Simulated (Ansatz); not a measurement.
Ansatz (an electronic-structure program) input (HF/6-31G*):

Ansatz 0.2 input:
```yaml
crystal:
  periodic: [false, false, false]
  atoms:
    - {symbol: Si, position_ang: [-1.85546826, -0.34637877, 0.13591961]}
    - {symbol: Si, position_ang: [0.46246578, -0.71798430, 0.04844397]}
    - {symbol: Cl, position_ang: [1.45498195, 1.09619459, -0.19097751]}
    - {symbol: H, position_ang: [-2.31337570, 0.28329613, -1.11712413]}
    - {symbol: H, position_ang: [-2.54052129, -1.64499058, 0.30592502]}
    - {symbol: H, position_ang: [-2.18371116, 0.52838931, 1.27755253]}
    - {symbol: H, position_ang: [0.96687592, -1.32872853, 1.28896147]}
    - {symbol: H, position_ang: [0.83807382, -1.57219150, -1.08978730]}
basis:
  gaussian:
    orbitals: 6-31G*
hamiltonian:
  xc: {name: HF}
phonons: {temperatures: {t_min: 298.15, t_max: 298.15, t_step: 100}}
```

Output:

```
Functional definition: HF
integrals: 0.02 GiB planned
702 factors; integrals over basis functions are off by at most 6.9e-4 eV
mean field: 0.16 GiB planned
mean field evaluation 1: about -28305.7456 eV, gradient 1.5e1 eV
mean field evaluation 2: about -28305.8016 eV, gradient 1.5e1 eV
mean field evaluation 4: about -28306.9637 eV, gradient 1.7e0 eV
mean field evaluation 8: about -28306.9801 eV, gradient 2.0e-4 eV
mean field -28306.98008979 eV, -1040.2623311394 hartree, gradient 1.0e-5 eV, S^2 0.000000; 0 other end points of the search recorded, 0 dependent functions left out
the calculation of the forces begins
reference -28306.98008979 eV, -1040.2623311394 hartree; 25, 25 occupied and 42, 42 virtual orbitals, 702 factors
these checks for a lower state are left out or cut short: stability, starts, cluster_reference, orbital_swaps, neighbouring_geometries, increment
integrals: 0.02 GiB planned
702 factors; integrals over basis functions are off by at most 6.9e-4 eV
mean field: 0.16 GiB planned
mean field evaluation 16: about -28306.9800 eV, gradient 1.3e-4 eV
mean field -28306.97998468 eV, -1040.2623272767 hartree, gradient 1.7e-6 eV, S^2 0.000000; 0 other end points of the search recorded, 0 dependent functions left out
the calculation of the forces begins
reference -28306.97998468 eV, -1040.2623272767 hartree; 25, 25 occupied and 42, 42 virtual orbitals, 702 factors
these checks for a lower state are left out or cut short: stability, starts, cluster_reference, orbital_swaps, neighbouring_geometries, increment
integrals: 0.02 GiB planned
702 factors; integrals over basis functions are off by at most 6.9e-4 eV
mean field: 0.16 GiB planned
mean field -28306.97999417 eV, -1040.2623276256 hartree, gradient 1.7e-6 eV, S^2 0.000000; 0 other end points of the search recorded, 0 dependent functions left out
the calculation of the forces begins
reference -28306.97999417 eV, -1040.2623276256 hartree; 25, 25 occupied and 42, 42 virtual orbitals, 702 factors
these checks for a lower state are left out or cut short: stability, starts, cluster_reference, orbital_swaps, neighbouring_geometries, increment
integrals: 0.02 GiB planned
702 factors; integrals over basis functions are off by at most 6.9e-4 eV
mean field: 0.16 GiB planned
mean field evaluation 32: about -28306.9800 eV, gradient 1.1e-6 eV
mean field -28306.97999588 eV, -1040.2623276886 hartree, gradient 1.1e-6 eV, S^2 0.000000; 0 other end points of the search recorded, 0 dependent functions left out
the calculation of the forces begins
reference -28306.97999588 eV, -1040.2623276886 hartree; 25, 25 occupied and 42, 42 virtual orbitals, 702 factors
these checks for a lower state are left out or cut short: stability, starts, cluster_reference, orbital_swaps, neighbouring_geometries, increment
integrals: 0.02 GiB planned
702 factors; integrals over basis functions are off by at most 6.9e-4 eV
mean field: 0.16 GiB planned
mean field -28306.98000103 eV, -1040.2623278778 hartree, gradient 1.1e-6 eV, S^2 0.000000; 0 other end points of the search recorded, 0 dependent functions left out
the calculation of the forces begins
reference -28306.98000103 eV, -1040.2623278778 hartree; 25, 25 occupied and 42, 42 virtual orbitals, 702 factors
these checks for a lower state are left out or cut short: stability, starts, cluster_reference, orbital_swaps, neighbouring_geometries, increment
integrals: 0.02 GiB planned
702 factors; integrals over basis functions are off by at most 6.9e-4 eV
mean field: 0.16 GiB planned
mean field -28306.98000460 eV, -1040.2623280090 hartree, gradient 6.6e-6 eV, S^2 0.000000; 0 other end points of the search recorded, 0 dependent functions left out
the calculation of the forces begins
reference -28306.98000460 eV, -1040.2623280090 hartree; 25, 25 occupied and 42, 42 virtual orbitals, 702 factors
these checks for a lower state are left out or cut short: stability, starts, cluster_reference, orbital_swaps, neighbouring_geometries, increment
integrals: 0.02 GiB planned
702 factors; integrals over basis functions are off by at most 6.9e-4 eV
mean field: 0.16 GiB planned
mean field -28306.97999884 eV, -1040.2623277973 hartree, gradient 6.5e-6 eV, S^2 0.000000; 0 other end points of the search recorded, 0 dependent functions left out
the calculation of the forces begins
reference -28306.97999884 eV, -1040.2623277973 hartree; 25, 25 occupied and 42, 42 virtual orbitals, 702 factors
these checks for a lower state are left out or cut short: stability, starts, cluster_reference, orbital_swaps, neighbouring_geometries, increment
integrals: 0.02 GiB planned
702 factors; integrals over basis functions are off by at most 6.9e-4 eV
mean field: 0.16 GiB planned
mean field -28306.97999551 eV, -1040.2623276748 hartree, gradient 3.7e-6 eV, S^2 0.000000; 0 other end points of the search recorded, 0 dependent functions left out
[...]
mean field -28306.98007192 eV, -1040.2623304827 hartree, gradient 2.3e-6 eV, S^2 0.000000; 0 other end points of the search recorded, 0 dependent functions left out
the calculation of the forces begins
reference -28306.98007192 eV, -1040.2623304827 hartree; 25, 25 occupied and 42, 42 virtual orbitals, 702 factors
these checks for a lower state are left out or cut short: stability, starts, cluster_reference, orbital_swaps, neighbouring_geometries, increment
integrals: 0.02 GiB planned
702 factors; integrals over basis functions are off by at most 6.9e-4 eV
mean field: 0.16 GiB planned
mean field -28306.98004090 eV, -1040.2623293430 hartree, gradient 2.3e-6 eV, S^2 0.000000; 0 other end points of the search recorded, 0 dependent functions left out
the calculation of the forces begins
reference -28306.98004090 eV, -1040.2623293430 hartree; 25, 25 occupied and 42, 42 virtual orbitals, 702 factors
these checks for a lower state are left out or cut short: stability, starts, cluster_reference, orbital_swaps, neighbouring_geometries, increment
integrals: 0.02 GiB planned
702 factors; integrals over basis functions are off by at most 6.9e-4 eV
mean field: 0.16 GiB planned
mean field -28306.98004273 eV, -1040.2623294103 hartree, gradient 1.9e-6 eV, S^2 0.000000; 0 other end points of the search recorded, 0 dependent functions left out
the calculation of the forces begins
reference -28306.98004273 eV, -1040.2623294103 hartree; 25, 25 occupied and 42, 42 virtual orbitals, 702 factors
these checks for a lower state are left out or cut short: stability, starts, cluster_reference, orbital_swaps, neighbouring_geometries, increment
integrals: 0.02 GiB planned
702 factors; integrals over basis functions are off by at most 6.9e-4 eV
mean field: 0.16 GiB planned
mean field evaluation 128: about -28306.9800 eV, gradient 5.0e-2 eV
mean field -28306.98003966 eV, -1040.2623292974 hartree, gradient 2.6e-6 eV, S^2 0.000000; 0 other end points of the search recorded, 0 dependent functions left out
the calculation of the forces begins
reference -28306.98003966 eV, -1040.2623292974 hartree; 25, 25 occupied and 42, 42 virtual orbitals, 702 factors
these checks for a lower state are left out or cut short: stability, starts, cluster_reference, orbital_swaps, neighbouring_geometries, increment
integrals: 0.02 GiB planned
702 factors; integrals over basis functions are off by at most 6.9e-4 eV
mean field: 0.16 GiB planned
mean field -28306.98003834 eV, -1040.2623292487 hartree, gradient 2.5e-6 eV, S^2 0.000000; 0 other end points of the search recorded, 0 dependent functions left out
the calculation of the forces begins
reference -28306.98003834 eV, -1040.2623292487 hartree; 25, 25 occupied and 42, 42 virtual orbitals, 702 factors
these checks for a lower state are left out or cut short: stability, starts, cluster_reference, orbital_swaps, neighbouring_geometries, increment
integrals: 0.02 GiB planned
702 factors; integrals over basis functions are off by at most 6.9e-4 eV
mean field: 0.16 GiB planned
mean field -28306.98007671 eV, -1040.2623306587 hartree, gradient 6.7e-7 eV, S^2 0.000000; 0 other end points of the search recorded, 0 dependent functions left out
the calculation of the forces begins
reference -28306.98007671 eV, -1040.2623306587 hartree; 25, 25 occupied and 42, 42 virtual orbitals, 702 factors
these checks for a lower state are left out or cut short: stability, starts, cluster_reference, orbital_swaps, neighbouring_geometries, increment
integrals: 0.02 GiB planned
702 factors; integrals over basis functions are off by at most 6.9e-4 eV
mean field: 0.16 GiB planned
mean field -28306.98007702 eV, -1040.2623306702 hartree, gradient 6.7e-7 eV, S^2 0.000000; 0 other end points of the search recorded, 0 dependent functions left out
the calculation of the forces begins
reference -28306.98007702 eV, -1040.2623306702 hartree; 25, 25 occupied and 42, 42 virtual orbitals, 702 factors
these checks for a lower state are left out or cut short: stability, starts, cluster_reference, orbital_swaps, neighbouring_geometries, increment
integrals: 0.02 GiB planned
702 factors; integrals over basis functions are off by at most 6.9e-4 eV
mean field: 0.16 GiB planned
mean field -28306.98007605 eV, -1040.2623306345 hartree, gradient 8.3e-7 eV, S^2 0.000000; 0 other end points of the search recorded, 0 dependent functions left out
the calculation of the forces begins
reference -28306.98007605 eV, -1040.2623306345 hartree; 25, 25 occupied and 42, 42 virtual orbitals, 702 factors
these checks for a lower state are left out or cut short: stability, starts, cluster_reference, orbital_swaps, neighbouring_geometries, increment
integrals: 0.02 GiB planned
702 factors; integrals over basis functions are off by at most 6.9e-4 eV
mean field: 0.16 GiB planned
mean field evaluation 160: about -28306.9801 eV, gradient 3.4e-2 eV
mean field -28306.98007530 eV, -1040.2623306069 hartree, gradient 8.3e-7 eV, S^2 0.000000; 0 other end points of the search recorded, 0 dependent functions left out
the calculation of the forces begins
reference -28306.98007530 eV, -1040.2623306069 hartree; 25, 25 occupied and 42, 42 virtual orbitals, 702 factors
these checks for a lower state are left out or cut short: stability, starts, cluster_reference, orbital_swaps, neighbouring_geometries, increment
integrals: 0.02 GiB planned
702 factors; integrals over basis functions are off by at most 6.9e-4 eV
mean field: 0.16 GiB planned
mean field -28306.98007201 eV, -1040.2623304861 hartree, gradient 1.1e-6 eV, S^2 0.000000; 0 other end points of the search recorded, 0 dependent functions left out
the calculation of the forces begins
reference -28306.98007201 eV, -1040.2623304861 hartree; 25, 25 occupied and 42, 42 virtual orbitals, 702 factors
these checks for a lower state are left out or cut short: stability, starts, cluster_reference, orbital_swaps, neighbouring_geometries, increment
integrals: 0.02 GiB planned
702 factors; integrals over basis functions are off by at most 6.9e-4 eV
mean field: 0.16 GiB planned
mean field -28306.98007318 eV, -1040.2623305291 hartree, gradient 1.1e-6 eV, S^2 0.000000; 0 other end points of the search recorded, 0 dependent functions left out
the calculation of the forces begins
reference -28306.98007318 eV, -1040.2623305291 hartree; 25, 25 occupied and 42, 42 virtual orbitals, 702 factors
these checks for a lower state are left out or cut short: stability, starts, cluster_reference, orbital_swaps, neighbouring_geometries, increment
integrals: 0.02 GiB planned
702 factors; integrals over basis functions are off by at most 6.9e-4 eV
mean field: 0.16 GiB planned
mean field -28306.98004350 eV, -1040.2623294385 hartree, gradient 7.2e-7 eV, S^2 0.000000; 0 other end points of the search recorded, 0 dependent functions left out
the calculation of the forces begins
reference -28306.98004350 eV, -1040.2623294385 hartree; 25, 25 occupied and 42, 42 virtual orbitals, 702 factors
these checks for a lower state are left out or cut short: stability, starts, cluster_reference, orbital_swaps, neighbouring_geometries, increment
integrals: 0.02 GiB planned
702 factors; integrals over basis functions are off by at most 6.9e-4 eV
mean field: 0.16 GiB planned
mean field -28306.98003967 eV, -1040.2623292975 hartree, gradient 7.4e-7 eV, S^2 0.000000; 0 other end points of the search recorded, 0 dependent functions left out
the calculation of the forces begins
reference -28306.98003967 eV, -1040.2623292975 hartree; 25, 25 occupied and 42, 42 virtual orbitals, 702 factors
Total energy: -28306.98008979 eV, -1040.2623311394 hartree
Atom 0 at    -1.855468    -0.346379     0.135920 Å, force    -0.001484    -0.001937     0.000279 eV/Å
Atom 1 at     0.462466    -0.717984     0.048444 Å, force    -0.000992     0.001214    -0.000070 eV/Å
Atom 2 at     1.454982     1.096195    -0.190978 Å, force     0.001035     0.000597    -0.000117 eV/Å
Atom 3 at    -2.313376     0.283296    -1.117124 Å, force     0.000637     0.000184    -0.000317 eV/Å
Atom 4 at    -2.540521    -1.644991     0.305925 Å, force    -0.000097     0.000321    -0.000028 eV/Å
Atom 5 at    -2.183711     0.528389     1.277553 Å, force     0.000665     0.000237     0.000204 eV/Å
Atom 6 at     0.966876    -1.328729     1.288961 Å, force     0.000156    -0.000237     0.000718 eV/Å
Atom 7 at     0.838074    -1.572191    -1.089787 Å, force     0.000081    -0.000379    -0.000668 eV/Å
Dipole moment:    -0.278330    -0.356010     0.051508 e Å
Vibrations: 103.91 136.64 403.98 443.12 559.39 584.18 653.06 773.36 899.92 988.49 1028.44 1029.00 1048.86 2367.70 2383.25 2385.12 2401.52 2404.09 cm⁻¹, zero-point energy 1.276668 eV
```

The blocks after the first are displaced geometries, from whose forces the wavenumbers follow.
